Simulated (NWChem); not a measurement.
System: PbH2, singlet; SMILES [PbH2]

```xyz
3

Pb     0.0000     0.0000     0.0312
H      1.3091     0.0000    -1.2807
H     -1.3091     0.0000    -1.2807
```
Atoms are numbered in this order, from 1.

Low-valent species are run as closed-shell singlets; no triplet was tried in these runs. Structure relaxed at the PBE0/def2-SVP level. def2 effective core potentials on Pb; no spin-orbit coupling.

Symmetry labels are those of C2v in the frame above (b1 and b2, or b-type labels, depend on it).

**Question.** List the 4 lowest vertical singlet excitations from PBE/def2-SVP with def2 effective core potentials on Pb, TDA (NWChem).

**Answer.** 
| state | energy (eV) | oscillator strength | symmetry | leading excitation (squared amplitude) |
|---|---|---|---|---|
| S1 | 2.49 | 0.010 | b2 | HOMO → LUMO (0.99) |
| S2 | 3.19 | 0.000 | a2 | HOMO−1 → LUMO (1.00) |
| S3 | 6.32 | 0.069 | b1 | HOMO → LUMO+1 (0.73) |
| S4 | 6.54 | 0.046 | a1 | HOMO → LUMO+2 (0.64) |
